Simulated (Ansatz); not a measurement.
`F[SiH2][GeH]([F])[Cl]` + CH₃OH → `C[O][GeH]([F])[Cl]` + `F[SiH3]`  (cleavage of the Ge–Si bond)

Calculated with Ansatz (gas phase, PBE0-D4/def2-TZVP geometries, no zero-point term in ΔE). CBS: MP2 limit from def2 TZ/QZ plus the TZ coupled-cluster correction, frozen cores. This one scheme is used for every species. Functionals use def2-TZVPP. B3LYP here is the variant with VWN-RPA as its local correlation; programs differ in this. For Ge outer-core shells are correlated without core-valence functions, which leaves a few kJ/mol of doubt a bond. Scalar relativity is left out up to krypton. One conformer a species, not always the lowest.

`F[SiH2][GeH]([F])[Cl]`:

```xyz
8

F    -0.045   -2.183    0.567
Si    0.711   -0.784    0.695
Ge   -0.532    0.856   -0.535
F    -2.077    1.056    0.235
Cl   -0.948    0.094   -2.496
H     0.785   -0.402    2.125
H     2.066   -0.908    0.108
H     0.040    2.273   -0.699
```

CH₃OH:

```xyz
6

C    -0.179   -0.096    0.292
O     0.869   -0.108   -0.649
H     0.067   -0.838    1.053
H    -1.144   -0.372   -0.152
H    -0.286    0.877    0.787
H     0.673    0.537   -1.332
```

`C[O][GeH]([F])[Cl]`:

Cartesian coordinates in Å:
```
C -0.751 -1.007 -0.683
O -0.481 -0.428 0.580
Ge 0.547 0.974 0.734
F 0.920 1.032 2.409
Cl 2.369 0.662 -0.329
H -1.312 -0.326 -1.333
H 0.167 -1.310 -1.195
H -1.362 -1.894 -0.506
H -0.097 2.297 0.323
```

`F[SiH3]`:

```xyz
5

F    -1.121   -0.137    1.076
Si    0.029    0.004   -0.028
H    -0.596   -0.097   -1.368
H     1.005   -1.092    0.175
H     0.682    1.322    0.145
```

CCSD(T)/CBS gives -40.6 kJ/mol.

**Question.** Another level gave -20.5 kJ/mol. Which?
A. B3LYP/def2-TZVPP
B. PBE/def2-TZVPP
C. PBE0/def2-TZVPP
D. ωB97M-V/def2-TZVPP

**Answer.** B. PBE -20.5, ωB97M-V -39.6, B3LYP -34.0, PBE0 -25.7 kJ/mol.

Largest T1 diagnostic among the species: 0.012.

From PBE to PBE0 (25 % exact exchange), in def2-TZVPP and without D4, ΔE moves by −5.2 kJ/mol. In def2-TZVPP, CCSD(T) changes the Hartree–Fock value by +8.7 kJ/mol (the triples alone add −0.2 kJ/mol) and MP2 by +3.0 kJ/mol.
